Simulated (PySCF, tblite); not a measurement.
Species: C5H12F3PSi.
Bonds: C1–Si2, Si2–C3, Si2–C4, Si2–P5, P5–C6, C6–C7, C7–F8, C7–F9, C7–F10. Hydrogens: H11, H12, H13 on C1; H14, H15, H16 on C3; H17, H18, H19 on C4; H20 on P5; H21, H22 on C6.

Computed geometry: GFN2-xTB, gas phase.

Question: Give the optimised bond lengths and angles.

Answer: 
```tsv
bond	length (Å)
C1–Si2	1.916
Si2–C3, Si2–C4	1.908
Si2–P5	2.285
P5–C6	1.880
C6–C7	1.502
C7–F8, C7–F9, C7–F10	1.343
C1–H11 and 8 like bonds	1.086
P5–H20	1.391
C6–H21, C6–H22	1.092
```

Bonds in one row agree within 0.01 Å and their mean is given. A selection of angles:
```tsv
angle	degrees
Si2–C1–H11	110.6
H11–C1–H12	107.4
C1–Si2–C3	111.3
C1–Si2–C4	109.5
C1–Si2–P5	113.7
C3–Si2–P5	107.2
C4–Si2–P5	104.3
Si2–P5–C6	101.4
Si2–P5–H20	94.2
C6–P5–H20	92.2
P5–C6–C7	109.4
P5–C6–H21	113.2
P5–C6–H22	108.3
C7–C6–H21	108.8
C7–C6–H22	107.5
H21–C6–H22	109.5
C6–C7–F8	112.7
F8–C7–F9	106.3
```

Dihedral angles: C1–Si2–P5–C6 -25° (synperiplanar); Si2–P5–C6–C7 -83° (synclinal); P5–C6–C7–F8 -165° (antiperiplanar). The mirror-image conformer, all signs reversed, is as good.

P5 (three-coordinate phosphorus) is pyramidal (angles 101.4°, 94.2° and 92.2°, sum 287.8°, 0.91 Å off the plane of its three neighbours). Of the pairs four or more bonds apart, Si2···F10 is among the closest relative to their van der Waals radii: 3.37 Å, 94 % of the sum of Bondi's values. Si2 (four-coordinate silicon) is distorted tetrahedral (angles from 104.3° to 113.7°).

Point group: C1 (no symmetry element, even within 0.4 Å). Its GFN2-xTB frequencies are all real (lowest 17 cm⁻¹). The numbers are those of one conformer.
